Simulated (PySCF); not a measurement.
**Dipole moment and polarisability of cyclo-(F2SiS)2**

Cyclo-(F2SiS)2.
Geometry (PBE0-D3(BJ)/def2-SVP, Å), atoms numbered from 1 in this order:
```
atom  x, y, z in Å
Si1   -0.572   -0.512    1.093
F2    -1.241   -1.958    1.268
F3    -0.753    0.206    2.515
S4     1.459   -0.618    0.483
Si5    0.606    0.491   -1.114
F6     0.787   -0.226   -2.536
F7     1.276    1.936   -1.288
S8    -1.424    0.596   -0.504
```

Level: B3LYP/def2-SVPD (PySCF), static field, nuclei fixed, core orbitals frozen in the response. The polarisability tensor in these axes (au):

```
x   86.22 -4.45 -0.62
y   -4.45 70.56 -8.29
z   -0.62 -8.29 79.52
```

Give the principal values, the mean and the anisotropy Δα = √{½[(α1 − α2)² + (α2 − α3)² + (α1 − α3)²]}.

Principal values 64.81, 83.61 and 87.89 au; mean 78.77 au = 11.67 Å³ = 12.99 × 10⁻⁴⁰ C²·m²/J; Δα = 21.26 au (27 % of the mean).

What is the dipole moment?

0.00 D; point group D2h allows none.

Traceless (Buckingham) quadrupole moment about the centre of nuclear charge: eigenvalues?

-4.43, -4.31, 8.74 D·Å. With no charge and no dipole, the values don't depend on the origin. The electronic extent ⟨r²⟩ about the same centre is 1555 bohr², a root-mean-square distance of 2.13 Å for the 96 electrons.

Sum over states: ᾱ = Σ f/ω², ω in Eh. What share falls to these 10 lowest TDDFT singlets (eV, f)? 5.73, 0.0000; 6.08, 0.0000; 6.71, 0.0000; 7.00, 0.0282; 7.07, 0.0000; 7.08, 0.0000; 7.27, 0.0481; 7.32, 0.0071; 7.51, 0.0061; 8.08, 0.0000.

They add up to 1.28 au, 1.6 % of the 78.77 au; the largest single term is 0.67 au, from the state at 7.27 eV. Terms in order: 0.00, 0.00, 0.00, 0.43, 0.00, 0.00, 0.67, 0.10, 0.08, 0.00 au. Higher excitations give the rest. The strengths listed sum to 0.090.

Find the Langevin capture rate constant for NO+ (29.998 u) meeting this molecule (195.892 u), k = 2.342 × 10⁻⁹ cm³/s × √(α in Å³ / reduced mass in u).

The reduced mass is 26.01 u, so k = 1.57 × 10⁻⁹ cm³/s.

One conformer (not necessarily the lowest) at the PBE0-D3(BJ)/def2-SVP geometry, without solvent, vibrations or thermal averaging.
